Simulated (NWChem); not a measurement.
System: C2H9NSi; SMILES CNC[SiH3]

```xyz
13

C      0.7339    -1.8492     0.1924
N     -0.4894    -1.2782    -0.3423
C     -0.8987    -0.0113     0.2579
Si     0.1991     1.5371    -0.0808
H      0.9630    -2.7983    -0.3328
H      0.5916    -2.0962     1.2670
H      1.6442    -1.1971     0.1289
H     -0.4180    -1.1785    -1.3616
H     -1.9260     0.2412    -0.0881
H     -0.9898    -0.1488     1.3589
H      0.3297     1.7230    -1.5719
H      1.5881     1.4110     0.4867
H     -0.4341     2.7738     0.5041
```
Atoms are numbered in this order, from 1.

Level: PBE-D3(BJ)/def2-SVP (NWChem), optimised geometry, unscaled harmonic frequencies. 

Problem. List the harmonic frequencies with IR intensities, and the thermochemistry.

Solution. 
```
frequency (cm⁻¹)  IR intensity (km/mol)
----------------  ---------------------
65                                  1.2
151                                 1.3
185                                 1.7
260                                 5.1
362                                10.5
458                                 7.7
536                                 9.0
692                                23.9
722                               129.0
820                                67.6
877                               178.2
907                                27.2
916                                29.6
951                                 1.9
1073                                9.5
1105                                1.3
1167                               34.9
1216                                7.9
1256                                2.6
1367                                4.8
1388                                4.1
1412                                9.3
1426                                0.9
1452                               18.4
2144                               69.8
2154                              126.1
2162                              100.9
2863                               81.6
2952                               19.9
2987                               40.2
3008                                8.2
3052                               19.2
3444                                0.9
```

```yaml
zero_point_energy: 65.1 kcal/mol
thermal correction to the enthalpy at 298.15 K (with zero-point energy): 69.9 kcal/mol
heat capacity Cv: 23.4 cal/(mol K)
entropy at 298.15 K and 1 atm (symmetry number 1): 79.5 cal/(mol K)
dipole_moment: 0.42 D
```

Rigid rotor and harmonic oscillator; modes under 100 cm⁻¹ make the entropy uncertain.
